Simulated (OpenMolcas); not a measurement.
**Fe⁵⁺: effect of the active space**

```yaml
Program: OpenMolcas
Method: CASSCF
Basis: ANO-L-VQZP
Scalar_Hamiltonian: non-relativistic, point nucleus
Spin-orbit_coupling: RASSI with atomic mean-field integrals over the reference wave functions, term energies averaged over their components
```

A. 3 electrons in 5 orbitals (3d); 2S+1 = 4 even, 10 roots; 2S+1 = 2 even, 40 roots; cost about 12 core-seconds
B. 3 electrons in 10 orbitals (3d 4d); 2S+1 = 4 even, 10 roots; 2S+1 = 2 even, 28 roots; cost of the order of 17 core-seconds

Energies in eV above 3d3 4F 3/2, the measured ground level; measured values from Corliss and Sugar, J. Phys. Chem. Ref. Data 11, 135 (1982).

```csv
Level,A,B,Measured
3d3 4F 3/2,0.0000,0.0000,0.0000
3d3 4F 5/2,0.0655,0.0661,0.0634
3d3 4F 7/2,0.1542,0.1554,0.1473
3d3 4F 9/2,0.2632,0.2648,0.2480
3d3 4P 1/2,2.8754,2.8299,2.3233
3d3 4P 3/2,2.8994,2.8550,2.3485
3d3 2G 7/2,2.9585,2.8959,2.5561
3d3 4P 5/2,2.9804,2.9392,2.4314
3d3 2G 9/2,3.0462,2.9842,2.6427
3d3 2P 1/2,3.8951,3.8276,3.2850
3d3 2H 9/2,3.9085,3.8298,3.5614
3d3 2P 3/2,3.9086,3.8357,3.2502
3d3 2H 11/2,3.9727,3.8968,3.6207
```

Deviations, from unrounded energies. A percentage is the sum of absolute deviations over the sum of measured energies, with the sign that they share, or ± where signs differ.

```tsv
Against measurement	Levels	A	B
mean absolute deviation (cm-1)	12	3000	2600
fine structure of the ground term (%)	3	+5.3	+6.0
other terms of the ground configuration (%)	9	+17.0	+14.9
```

B lies closest to measurement on these levels. The largest miss of B in the table is 3d3 2P 3/2, by +4700 cm-1. The ranking rests on the paired levels alone, and a cruder setting can come out closer through cancelling errors.

The spin-orbit steps hold different terms of 3d3 (B lacks a 2D, 2F), which shifts levels as well.

Between A and B the level of the table that moves most is 3d3 2H 9/2, by 630 cm-1 (lowest in B, highest in A).

Without dynamic correlation excited terms often stand tens of per cent too high (terms of higher spin than the ground term too low), and those without a measured partner can miss by more than the paired ones. Active for correlation alone: 4d; no level in the range computed is led by a configuration that fills it, so any true level of that kind is missing (holds for B). Computed and measured levels are paired by configuration, term and J; levels that our copy of the source lacks, or whose pairing is in doubt (as where it misses far off the trend of its configuration), stay unpaired and out of the deviations. Levels of configurations outside the active space are missing. Levels that lie high or do not pair safely by name in every column are left out.
